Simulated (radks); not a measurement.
Results of a calculation; reference values are marked as such.
The nuclear charge of the gold ion Au+ is varied continuously with 78 electrons held in [Xe] 4f14 5d10. Level of theory: Dirac Kohn-Sham, BLYP, spin-unpolarised, spherical densities, point nucleus (a radial shooting solver on a logarithmic mesh with Libxc functionals). By the Hellmann-Feynman theorem dE/dZ = E(electron-nucleus)/Z, the electronic potential at the nucleus.

| Z | E (hartree) | E(electron-nucleus)/Z (hartree) | HOMO | e(HOMO) (eV) | <r> HOMO (bohr) |
|---|---|---|---|---|---|
| 78.6 | -18806.9009 | -602.232 | 5d5/2 | -10.025 | 1.686 |
| 78.8 | -18927.5932 | -604.691 | 5d5/2 | -12.285 | 1.648 |
| 79 | -19048.7777 | -607.154 | 5d5/2 | -14.651 | 1.613 |
| 79.2 | -19170.4551 | -609.620 | 5d5/2 | -17.118 | 1.580 |
| 79.4 | -19292.6260 | -612.090 | 5d5/2 | -19.680 | 1.550 |
| 79.6 | -19415.2911 | -614.563 | 5d5/2 | -22.335 | 1.522 |
| 79.8 | -19538.4513 | -617.040 | 5d5/2 | -25.078 | 1.495 |
| 80 | -19662.1074 | -619.521 | 5d5/2 | -27.906 | 1.471 |

The central difference of E at Z = 79 is -607.155 hartree, to compare with the third column; the second derivative is -12.3 hartree.
